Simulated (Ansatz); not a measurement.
CH8O2Si2 can be A, `C[SiH2]O[SiH2]O`, or B, `C[SiH2][SiH](O)O`.

Calculated with Ansatz (gas phase, PBE0-D4/def2-TZVP geometries, no zero-point term in ΔE). CCSD(T)/CBS adds triple-zeta CCSD(T) − MP2 to the extrapolated MP2 energy (def2 sets, frozen cores). DFT in def2-TZVPP. B3LYP here is the variant with VWN-RPA as its local correlation; programs differ in this. One conformer a species, not always the lowest.

Task: Which is lower in electronic energy at CCSD(T)/CBS, and by how much? (An estimate is asked.)

Result: The calculation gave: A, by 29.9 kcal/mol.

Task: Give E(B) − E(A) in kcal/mol with HF/def2-TZVPP, PBE-D4, B2PLYP, B3LYP, PBE0-D4, ωB97M-V, r2SCAN-D4. (Estimate.)

Result: Computed: HF/def2-TZVPP 36.5, PBE-D4 23.0, B2PLYP 30.7, B3LYP 29.5, PBE0-D4 25.5, ωB97M-V 30.3, r2SCAN-D4 28.4. None reverses the order clearly.

Largest T1 diagnostic: 0.012.

In def2-TZVPP, CCSD(T) changes the Hartree–Fock value by −6.6 kcal/mol (the triples alone add −0.9 kcal/mol) and MP2 by −4.9 kcal/mol. From PBE to PBE0 (25 % exact exchange), in def2-TZVPP and without D4, E(B) − E(A) moves by +2.5 kcal/mol.
